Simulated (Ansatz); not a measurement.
Cost and result for the atomization energy of H₄Sn (`[SnH4]`) (5 atoms, 4 bonds).

The species carries charge 0 and has multiplicity 1. Correlated methods include outer-core shells of Sn, which these sets cover unevenly. Sn takes the def2 core potential. All single points use the PBE0-D4/def2-TZVP geometry. Program: Ansatz. Hardware: A = 2 threads of an AMD EPYC 7R13 on a shared host; B = 2 threads of an AMD EPYC 7R13 on a shared host and a share of an NVIDIA H100 80 GB. Times are those of one run each, without the atoms' runs, and a repeat can differ threefold. Electronic energies, without spin–orbit coupling; frozen cores. CCSD(T)/CBS adds CCSD(T) − MP2 in def2-TZVPP to the MP2 limit, and its time is that of the two runs behind it. T1 = 0.013. With those shells the extrapolation isn't a true limit. HSE06 is the plane-wave form, built on full-range PBE exchange.

CCSD(T)/CBS is a level of theory with its own doubt, some kJ/mol a heavy atom from the limit and from the frozen cores, so smaller differences don't rank the functionals.

```tsv
level	functions	wall time
BLYP-D4/def2-TZVPP [A]	106	0.5 s
revPBE-D4/def2-TZVPP [A]	106	0.55 s
CCSD(T)/def2-SVP [A]	46	0.6 s
BHLYP-D4/def2-TZVPP [A]	106	0.65 s
PBE-D4/def2-TZVPP (with forces) [A]	106	0.71 s
HSE06-D4/def2-TZVPP [A]	106	0.8 s
r2SCAN-D4/def2-TZVPP (with forces) [A]	106	1.1 s
B2PLYP/def2-TZVPP [A]	106	1.6 s
B97M-V/def2-TZVPP [A]	106	2.1 s
ωB97X-V/def2-TZVPP [A]	106	2.5 s
CCSD(T)/def2-QZVPP [B]	202	3.9 s
CCSD(T)/def2-TZVPP [A]	106	4.3 s
CCSD(T)/CBS(def2)	–	8.2 s
```

Task: What atomization energy does each give, and how far from CCSD(T)/CBS? (Estimate.)

Result: The calculation gave: 
```tsv
level	atomization (kJ/mol)	difference from CCSD(T)/CBS	per bond
BLYP-D4/def2-TZVPP [A]	1070.8	-33.9	-8.5
revPBE-D4/def2-TZVPP [A]	1043.3	-61.4	-15.4
CCSD(T)/def2-SVP [A]	1026.2	-78.5	-19.6
BHLYP-D4/def2-TZVPP [A]	1084.0	-20.7	-5.2
PBE-D4/def2-TZVPP (with forces) [A]	1057.0	-47.7	-11.9
HSE06-D4/def2-TZVPP [A]	1059.8	-44.9	-11.2
r2SCAN-D4/def2-TZVPP (with forces) [A]	1082.6	-22.1	-5.5
B2PLYP/def2-TZVPP [A]	1071.6	-33.1	-8.3
B97M-V/def2-TZVPP [A]	1132.4	27.7	6.9
ωB97X-V/def2-TZVPP [A]	1108.8	4.1	1.0
CCSD(T)/def2-QZVPP [B]	1100.8	-3.9	-1.0
CCSD(T)/def2-TZVPP [A]	1087.9	-16.8	-4.2
CCSD(T)/CBS(def2)	1104.7	0.0	0.0
```

From BLYP to BHLYP (50 % exact exchange), in def2-TZVPP and without D4, the atomization energy moves by +18.1 kJ/mol. At CCSD(T), def2-SVP lies −78.5 kJ/mol from the extrapolated value and def2-TZVPP −16.7 kJ/mol: correlation converges slowly with the basis, and small sets miss more of it in the bonded molecule than in its fragments. In def2-TZVPP, CCSD(T) changes the Hartree–Fock value by +286.7 kJ/mol (the triples alone add +6.5 kJ/mol) and MP2 by +226.3 kJ/mol; breaking electron pairs costs correlation energy, which Hartree–Fock lacks.

Spin–orbit coupling would lower the free Sn atoms strongly, and the atomization energy with them, by more than many differences here. For some Ge, Se and Sn compounds the MP2-based and the directly extrapolated limit differ by 10 to 25 kJ/mol.
